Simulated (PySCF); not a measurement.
C₂H₅F₃SSi.
Atom-mapped SMILES: `[F:1][SiH2:2][S:3][CH2:4][CH:5]([F:6])[F:7]` (hydrogens: H8, H9 on Si2; H10, H11 on C4; H12 on C5)

The same species was optimised twice, with GFN2-xTB and with PBE0-D3(BJ)/def2-SVP (PySCF), and the same property calculations (PySCF, gas phase) were run on both structures.

| coordinate | GFN2-xTB | PBE0-D3(BJ)/def2-SVP | change |
| --- | --- | --- | --- |
| F1–Si2 (Å) | 1.600 | 1.624 | +0.024 |
| C4–C5 (Å) | 1.515 | 1.508 | -0.007 |
| C5–F7 (Å) | 1.354 | 1.347 | -0.007 |
| Si2–S3 (Å) | 2.153 | 2.148 | -0.005 |
| S3–C4 (Å) | 1.821 | 1.818 | -0.003 |
| C5–F6 (Å) | 1.359 | 1.360 | +0.001 |
| Si2–S3–C4 (°) | 100.8 | 99.2 | -1.6 |
| F6–C5–F7 (°) | 105.8 | 107.4 | +1.6 |
| C4–C5–F6 (°) | 110.9 | 109.6 | -1.3 |
| F1–Si2–S3 (°) | 104.4 | 105.7 | +1.3 |
| S3–C4–C5 (°) | 111.6 | 112.6 | +1.0 |
| C4–C5–F7 (°) | 110.3 | 109.6 | -0.7 |
| F1–Si2–S3–C4 (°) | -159 | -145 | +14 |
| Si2–S3–C4–C5 (°) | -73 | -73 | 0 |
| S3–C4–C5–F6 (°) | 73 | 63 | -10 |

Rotational constants: A = 3963, B = 880.7, C = 755.1 MHz (GFN2-xTB) against A = 3835, B = 907.4, C = 782.0 MHz (PBE0-D3(BJ)/def2-SVP). Point groups within 0.08 Å: C1 and C1.

On the GFN2-xTB structure: HOMO (eV) -7.60 [PBE0/pcSseg-1]; LUMO (eV) -0.43 [PBE0/pcSseg-1]; dipole (D) 1.27 [PBE0/pcSseg-1]; GIAO shielding of F1 (ppm) 370.4 [PBE0/pcSseg-1]; GIAO shielding of Si2 (ppm) 336.0 [PBE0/pcSseg-1]; GIAO shielding of S3 (ppm) 662.0 [PBE0/pcSseg-1]; GIAO shielding of C4 (ppm) 151.3 [PBE0/pcSseg-1]; GIAO shielding of C5 (ppm) 62.4 [PBE0/pcSseg-1]; GIAO shielding of F6/F7 (mean) (ppm) 305.4 [PBE0/pcSseg-1].

Problem. What do these properties become on the PBE0-D3(BJ)/def2-SVP structure?

Solution. 
```tsv
property	level	on GFN2-xTB	on PBE0-D3(BJ)/def2-SVP	change
HOMO (eV)	PBE0/pcSseg-1	-7.60	-7.69	-0.09
LUMO (eV)	PBE0/pcSseg-1	-0.43	-0.29	+0.14
dipole (D)	PBE0/pcSseg-1	1.27	1.71	+0.44
energy, GFN2-xTB geometry as zero (kcal/mol)	PBE0/pcSseg-1	0.0	-2.0	-2.0
GIAO shielding of F1 (ppm)	PBE0/pcSseg-1	370.4	355.0	-15.4
GIAO shielding of Si2 (ppm)	PBE0/pcSseg-1	336.0	333.8	-2.2
GIAO shielding of S3 (ppm)	PBE0/pcSseg-1	662.0	655.6	-6.4
GIAO shielding of C4 (ppm)	PBE0/pcSseg-1	151.3	148.6	-2.7
GIAO shielding of C5 (ppm)	PBE0/pcSseg-1	62.4	64.5	+2.1
GIAO shielding of F6/F7 (mean) (ppm)	PBE0/pcSseg-1	305.4	309.8	+4.4
```

The heavy atoms differ by 0.155 Å rms after alignment. Among bonds between heavy atoms F1–Si2 changes most (+0.024 Å). Changes are differences of the printed values. Neither structure is proved a minimum here.

Conformer computed: `[F:1][SiH2:2][S:3][CH2:4][CH:5]([F:6])[F:7]`: F1–Si2–S3–C4 -145°, Si2–S3–C4–C5 -73°, S3–C4–C5–F6 63°.
